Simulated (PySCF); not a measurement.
SbCl₂, SMILES [Cl][Sb+][Cl] (connectivity only; charge and spin as stated), charge +1, multiplicity 1.

Coordinates come from a PBE0-D3(BJ)/def2-TZVP optimisation. The multiplicity is an assumed one; other spin states were not compared. The isomer is the one that the SMILES or the coordinates give; other isomers of the formula were not compared. The def2 effective core potentials stand for the cores of Sb; spin–orbit coupling is left out.

Two levels are set side by side: TDDFT-PBE/def2-SVPD (PySCF) and TDDFT-PBE0/def2-SVPD (PySCF). Vertical, same geometry. The lowest singlet is HOMO→LUMO 100 % with PBE and HOMO−1→LUMO 100 % with the other functional; states are paired by order. Differences are taken from unrounded values.

```csv
quantity,TDDFT-PBE0,TDDFT-PBE,TDDFT-PBE minus TDDFT-PBE0
lowest singlet excitation (eV),3.35,2.90,-0.45
lowest triplet excitation (TDA) (eV),2.68,2.60,-0.07
```

A lower first singlet is the usual sign of a functional without exact exchange. Differences between two approximate levels are no errors against the true value.

Rough cost on one machine, each run with all the roots and properties that it gave: TDDFT-PBE0 against TDDFT-PBE about 3 times.
